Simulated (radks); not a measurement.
The numbers below are computed, except where a source is named.
Spherical quantum dot in the effective-mass picture: electrons in a parabolic well V = omega^2 r^2 / 2 with omega = 0.563, with a point charge +2 (a donor) at the centre, all in effective atomic units (hartree* = m*/eps^2 hartree, bohr* = eps/m* bohr), one dielectric constant everywhere. Level of theory: non-relativistic Kohn-Sham, r2SCAN, spin-polarised, spherical densities, generalised Kohn-Sham scheme (a radial shooting solver with Libxc functionals). Levels are named by radial order and angular momentum (1s, 1p, 1d, 2s, ...), and open shells are averaged over m. Results are scaled to m* = 0.164 and eps = 11.1, for which hartree* = 36.22 meV and bohr* = 3.582 nm. At N = 24 the configuration is 1s2 1p6 1d10 2s2 1f(up 4, down 0). Does electron 25 go into 2p up or 1f up or 1f down?

Answer. Into 1f up. The total energies of the other choices lie higher by 1.88 meV (2p up), 1.94 meV (1f down).
